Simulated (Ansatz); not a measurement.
Abridged output of a molecular run in Ansatz:

```
Functional definition: HF
2089 factors; integrals over basis functions are off by at most 1.2e-3 eV
mean field evaluation 1: about -24025.6196 eV, gradient 6.1e1 eV
mean field evaluation 2: about -24026.0426 eV, gradient 6.2e1 eV
mean field evaluation 4: about -24033.2649 eV, gradient 4.7e0 eV
mean field evaluation 8: about -24033.3588 eV, gradient 2.2e-1 eV
mean field -24033.35897764 eV, -883.2096520326 hartree, gradient 7.9e-6 eV, S^2 0.000000; 0 other end points of the search recorded, 0 dependent functions left out
15 core orbitals not correlated: weight in the atoms' cores, before any rotation towards them, 1.000 or more for the frozen orbitals, at most 0.000 for the correlated occupied ones
reference -24033.35897764 eV, -883.2096520326 hartree; 21, 21 occupied and 315, 315 virtual orbitals, 2089 factors
second order -34.64443774 eV of doubles, -0.00000000 eV of singles
cycle   1  -34.90755194 eV  change   -2.6e-1 eV  update   1.2e-1
cycle   2  -35.73790245 eV  change   -8.3e-1 eV  update   3.6e-2
cycle   3  -35.92504151 eV  change   -1.9e-1 eV  update   1.8e-2
cycle   4  -35.90383600 eV  change    2.1e-2 eV  update   4.2e-3
cycle   5  -35.90401871 eV  change   -1.8e-4 eV  update   1.9e-3
cycle   6  -35.90527129 eV  change   -1.3e-3 eV  update   4.6e-4
cycle   7  -35.90502274 eV  change    2.5e-4 eV  update   1.8e-4
cycle   8  -35.90495538 eV  change    6.7e-5 eV  update   5.2e-5
cycle   9  -35.90497657 eV  change   -2.1e-5 eV  update   2.1e-5
perturbative correction -1.37065177 eV, -0.0503705236 hartree
Total energy: -24070.63460598 eV, -884.5795061078 hartree
```

Its atoms:

Z-matrix (Å, degrees):
```
Si
C 1 1.843
O 1 1.644 2 109.1
O 1 1.641 2 107.7 3 -120.6
H 1 1.487 2 112.2 3 118.3
C 2 1.330 1 122.6 3 -5.1
H 2 1.089 1 118.9 3 175.8
Si 3 1.631 1 133.7 2 -138.1
H 4 0.960 1 116.8 2 178.3
H 6 1.086 2 122.2 1 -179.4
H 6 1.086 2 121.4 1 0.8
O 8 1.650 3 110.6 1 -32.6
H 8 1.483 3 107.5 1 -153.2
H 8 1.478 3 110.4 1 84.0
H 12 0.958 8 117.4 3 -86.6
```

(1) Which basis set was used?
A. def2-TZVPP
B. cc-pV(D+d)Z
C. def2-SVPD
D. cc-pV(Q+d)Z

(2) Write the keys of the input that set method, charge and spin (a neutral closed shell needs none for the last two).

## Answers

(1) A. It gives 351 functions.

(2) 
```yaml
correlation: {method: ccsd_t}
```
